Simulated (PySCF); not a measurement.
GaI2, SMILES [I][Ga+][I], charge +1.

Coordinates come from a r2SCAN-D4/def2-SVP optimisation. The spin state was assumed, not searched. The isomer is the one that the SMILES or the coordinates give; other isomers of the formula were not compared. The def2 effective core potentials stand for the cores of I; spin–orbit coupling is left out.

The numbers are results of PySCF with IEF-PCM-M06-2X/def2-SVP, not measurements.

The values are the electrostatic part of the solvation free energy, E(continuum) − E(gas) at the gas-phase geometry, in a cavity of scaled van der Waals radii (PySCF's table); cavitation and dispersion terms are not included. A continuum can't describe solvent molecules that bind to the metal. In vacuum the orbital gap is 7.00 eV.

```tsv
solvent	ε	ΔG(elec) (kcal/mol)	gap (eV)
water	78.36	-61.1	7.13
acetonitrile	35.69	-60.0	7.13
dimethylsulfoxide	46.83	-60.5	7.13
```
